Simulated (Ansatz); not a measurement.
Geometry optimisation, RKS B3LYP-D4/def2-SVP (Ansatz).

Input:

```yaml
crystal:
  periodic: [false, false, false]
  atoms:
    - { symbol: "N", position_ang: [-0.3273, 1.4023, 1.2018] }
    - { symbol: C, position_ang: [-0.8678, 0.4137, 0.282] }
    - { symbol: Al, position_ang: [0.6334, -0.6381, -0.4592] }
    - { symbol: O, position_ang: [0.8213, -2.4394, -0.1663] }
    - { symbol: O, position_ang: [1.9881, 0.193, -1.4204] }
    - { symbol: H, position_ang: [0.59434, 1.17568, 1.49572] }
    - { symbol: H, position_ang: [-0.21084, 2.31203, 0.61791] }
    - { symbol: H, position_ang: [-1.5266, -0.2475, 0.8062] }
    - { symbol: H, position_ang: [-1.3879, 0.9071, -0.5298] }
    - { symbol: H, position_ang: [0.2685, -2.8406, -0.911] }
    - { symbol: H, position_ang: [1.661, 0.1646, -2.3197] }
basis:
  gaussian: { orbitals: def2-SVP }
hamiltonian:
  xc: b3lyp
  dispersion: d4
relax:
  f_tol: 0.015
  max_steps: 40
```

Command:

```bash
$ ansatz run input.yaml --threads 2 --pin off --max-ram 3072MiB --backend cpu --events-out ev --progress --plain --runs-dir out
```

**Question.** Where does it end, and by what steps?

**Answer.** It converged. After 21 steps the energy has fallen by 1.195 eV; H11 moved furthest, 1.17 Å.

```tsv
step	energy less start (eV)	largest force component (eV/Å)	accepted
0	0.0000	3.251	yes
1	-0.4869	1.587	yes
2	-0.6716	1.358	yes
3	-0.8712	0.436	yes
4	-0.9967	0.630	yes
5	-1.0989	0.560	yes
6	-1.1561	0.376	yes
7	-1.1574	0.552	yes
8	-1.1599	0.394	yes
9	-1.1834	0.212	yes
10	-1.1904	0.027	yes
11	-1.1917	0.017	yes
12	-1.1892	0.243	no
13	-1.1919	0.089	yes
14	-1.1938	0.059	yes
15	-1.1941	0.077	yes
16	-1.1945	0.064	yes
17	-1.1950	0.050	yes
18	-1.1952	0.032	yes
19	-1.1954	0.021	yes
20	-1.1954	0.018	yes
21	-1.1954	0.009	yes
```

```xyz
11
Properties=species:S:1:pos:R:3
N -0.451 1.679 0.885
C -0.756 0.278 0.521
Al 0.556 -0.636 -0.641
O 0.500 -2.241 -1.223
O 1.898 0.311 -1.105
H 0.460 1.726 1.344
H -0.337 2.238 0.039
H -0.900 -0.302 1.452
H -1.756 0.249 0.049
H -0.180 -2.899 -1.057
H 2.613 0.000 -1.668
```

Whether the end is a true minimum wasn't checked by a vibrational analysis.

The run took 67 s on 2 threads of Intel(R) Xeon(R) Platinum 8259CL CPU @ 2.50GHz (Skylake/Cascade Lake), with other jobs on the host, peak memory 0.24 GiB.
